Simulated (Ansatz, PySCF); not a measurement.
Here is a job for Ansatz (a quantum-chemistry and plane-wave program).
Ansatz 0.2 input:
```yaml
crystal:
  periodic: [false, false, false]
  atoms:
    - {symbol: Cd, position_ang: [-0.45611652, 0.20968775, -0.35721888]}
    - {symbol: Cl, position_ang: [1.81680333, 0.05012491, -0.79008748]}
    - {symbol: Cl, position_ang: [-0.52894491, -0.64218445, 1.79870550]}
basis:
  gaussian:
    orbitals: def2-SVP
hamiltonian:
  xc: b3lyp
total_charge: 1
magnetization: {spin_polarized: true, initial_magnetization: 1}
accuracy: high
```

Question: Write the same job for PySCF.

Answer: This is not unique; one that fits is 
```python
from pyscf import gto, scf, dft

mol = gto.M(
    atom='''
Cd   -0.45611652    0.20968775   -0.35721888
Cl    1.81680333    0.05012491   -0.79008748
Cl   -0.52894491   -0.64218445    1.79870550
''',
    basis='def2-svp',
    ecp={'Cd': 'def2-svp'},
    charge=1,
    spin=1,
    verbose=4,
)

mf = dft.UKS(mol)
mf.xc = 'b3lyp'
mf.grids.atom_grid = (99, 590)
mf.grids.prune = None
mf.kernel()
```

Both were run: Ansatz gave -1087.596633 Eh and PySCF -1087.596634 Eh, 0.001 mEh apart.
